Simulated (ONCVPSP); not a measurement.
## Zr: one change to an ONCV potential, before and after

- Element: Zr
- Generator: ONCVPSP 4.0.1
- Type: optimised norm-conserving Vanderbilt (ONCV)
- Functional: LDA (Perdew-Zunger)
- Relativity: scalar-relativistic
- Frozen core: [Ar] 3d10
- Valence charge: 12
- Reference configuration: 4s2 4p6 4d2 5s1.75 (charge +0.25)
- Partial waves: 4s+5s: rc 2.00 bohr, ncon 3, nbas 6, qcut 5.9 1/bohr, 2 projectors; 4p: rc 1.25 bohr, ncon 4, nbas 8, qcut 7.3 1/bohr, 1 projector; 4d: rc 2.05 bohr, ncon 4, nbas 8, qcut 4.5 1/bohr, 2 projectors, debl 3.5 Ha
- Local potential: polynomial inside 0.95 bohr (lpopt 5, dvloc0 1 Ha)
- Core correction: Teter function, fcfact 5, rcfact 1.4

Change: local potential polynomial inside 1.00 bohr (lpopt 5, dvloc0 6 Ha).

Cutoffs: the cutoffs (Ha) at which the residual kinetic energy of the hardest occupied pseudo-wave falls to 1 and 0.1 mHa per electron; they do not see the model core or the augmentation charge, which bear on the density cutoff. Errors are all-electron minus pseudo energies relative to the spin-unpolarised reference configuration.

Problem. Predict the effect on cutoff, ghosts and configuration errors.

Solution. The potential gets neither clearly harder nor softer (25 Ha and 67 Ha → 25 Ha and 67 Ha); the lowest positive-energy flag moves from s at 24.5 eV to s at 103.5 eV; of the 4 tests that both files solve, the error grows in 0 and shrinks in 1 by more than 15 % and 0.3 meV (median size 4.3 → 4.4 meV); the range in which the s phases agree widens (upper end 0.7 → 3.3); neither file shows a bound ghost.

```csv
quantity,base,changed
"cutoff, loose",25 Ha,25 Ha
"cutoff, tight",67 Ha,67 Ha
bound ghosts,none,none
GHOST(+) flags under 300 eV,s at 24.5 eV,s at 103.5 eV
"error for 4s2 4p6 4d2 5s2, meV [ΔE -1.32 eV]",+0.2,+0.2
"error for 4s2 4p6 4d2 5s1, meV [ΔE 6.04 eV]",-1.2,-1.3
"error for 4s2 4p6 4d2 5s0, meV [ΔE 19.28 eV]",-7.4,-7.6
"error for 4s2 4p6 4d2 5s0 5p1, meV [ΔE 9.85 eV]",+42,+29
s: phases at 2.03 bohr within 0.05 rad from the reference energy up to (Ha; the scan ends near 5),0.7,3.3
p: phases at 1.27 bohr within 0.05 rad from the reference energy up to (Ha; the scan ends near 5),2.0,2.9
d: phases at 2.08 bohr within 0.05 rad from the reference energy up to (Ha; the scan ends near 5),to the end of the scan,to the end of the scan
"rms error of d²Exc/dni dnj with the model core, mHa",0.94,0.94
```
